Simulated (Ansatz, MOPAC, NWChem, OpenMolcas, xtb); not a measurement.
## A ladder of methods for GaNH3 (SMILES [NH2][GaH])

The runs start from one conformer, not always the lowest.

GaNH3, doublet, SMILES `[NH2][GaH]`. Each level relaxes the structure for itself.

Quantity: the zero-point energy at each level's own minimum, in kJ/mol. The values are calculated.

| level | kind | program | value (kJ/mol) |
| --- | --- | --- | --- |
| PM6-D3H4 | semi-empirical | MOPAC | 75.1 |
| PM6-DH+ | semi-empirical | MOPAC | 74.6 |
| PM6-DH2 | semi-empirical | MOPAC | 74.6 |
| GFN1-xTB | semi-empirical | xtb | 70.5 |
| UHF/3-21G | Hartree–Fock | OpenMolcas | 86.6 |
| UHF/6-31G* (Cartesian functions) | Hartree–Fock | OpenMolcas | 84.9 |
| UB3LYP-D3(BJ)/def2-SVP | global hybrid | NWChem | 78.1 |
| UPBE0/def2-SVP | global hybrid | NWChem | 79.6 |
| UPBE0-D4/def2-TZVP | global hybrid | Ansatz | 79.4 |
| UB3LYP/6-31G* (Cartesian functions) | global hybrid | OpenMolcas | 77.4 |

All-electron rows without a relativistic Hamiltonian named are non-relativistic. Harmonic and unscaled. The values span 70.5 to 86.6 kJ/mol.
